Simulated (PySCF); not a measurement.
# Reading the logs of faulty runs: AlBCGeH6

Calculated results; nothing here was measured. The program is PySCF 2.14.0, an open-source quantum chemistry code, run on an isolated molecule that a program drew, which may never have been made. The molecule is AlBCGeH6 (charge 0, singlet), drawn as the SMILES string `[AlH2][B]=[CH][GeH3]`.

Each row is a Hartree-Fock (HF) and frozen-core CCSD(T) single point in the cc-pV(D+d)Z basis, meant for a local HF minimum. Run 1 is clean. Each other run has one planted mistake out of seven kinds, and not every kind appears here: one electron removed, one electron added, multiplicity raised by two, geometry at a saddle point, minimal basis STO-3G, one bond length entered in bohr, all coordinates scaled. The reference is restricted for singlets and unrestricted otherwise, and also for a bond in bohr. Adding or removing an electron swaps singlet and doublet. Electrons count all cores. HOMO and LUMO are orbital energies over both spins, the gradient is its largest component, and the lowest frequency (negative if imaginary) is given only where the gradient is small. Bond lengths are over the 9 bonds as drawn. T1 is the CCSD diagnostic: over 0.02 (restricted) or 0.045 (unrestricted) a single reference is doubtful. Germanium has the cc-pVDZ-PP basis, with a core potential (ECP10MDF) in place of its 10 inner electrons, and its 3s, 3p and 3d shells are frozen in CCSD(T).

Geometry of the clean run:
```xyz
10
AlBCGeH6, angstrom
Al   -1.0796   -1.0326    3.2792
B    -0.4370   -0.0732    1.5114
C     0.0235    0.5922    0.3842
Ge    1.3730    1.9795    0.5934
H    -2.1719   -2.1682    3.1868
H    -0.4637   -0.6062    4.6679
H    -0.3209    0.3910   -0.6261
H     0.8478    3.3255    0.0770
H     1.7391    2.1277    2.0754
H     2.6399    1.6233   -0.1955
```

```
run,electrons,basis functions,<S^2>,HOMO (eV),LUMO (eV),gradient (hartree/bohr),lowest frequency (cm^-1),mean bond (Å),longest bond (Å),T1,HF (hartree),CCSD(T) (hartree),mistake
1,62,104,0.000,-8.92,0.61,3.3e-05,61,1.5878,2.112,0.0147,-601.26949,-601.71344,no fault
2,63,104,0.866,-0.39,5.12,5.8e-02,-,1.5878,2.112,0.0267,-601.24169,-601.70160,one electron added
3,62,104,0.871,-8.40,0.26,8.9e-03,-,1.7438,2.982,0.0549,-601.17103,-601.60560,one bond length entered in bohr
4,62,104,0.000,-8.35,0.33,5.5e-02,-,1.7419,2.316,0.0169,-601.20124,-601.66108,all coordinates scaled
5,61,104,0.757,-16.00,-6.22,5.0e-02,-,1.5878,2.112,0.0191,-600.99845,-601.39615,?
```

**Which mistake was planted in run 5, and what did it cost?**

It counts 61 electrons, one fewer than the clean run, at the same geometry and basis. So the mistake is: one electron removed. Subtracting run 1 and multiplying by 627.51 kcal/mol a hartree, the energy moved by 170.1 kcal/mol in HF and 199.1 kcal/mol in CCSD(T).

Cautions from the logs. Run 2: the added electron raises the CCSD(T) energy, so it isn't bound in this basis; run 3: T1 is over the limit, so its CCSD(T) energy is less reliable.
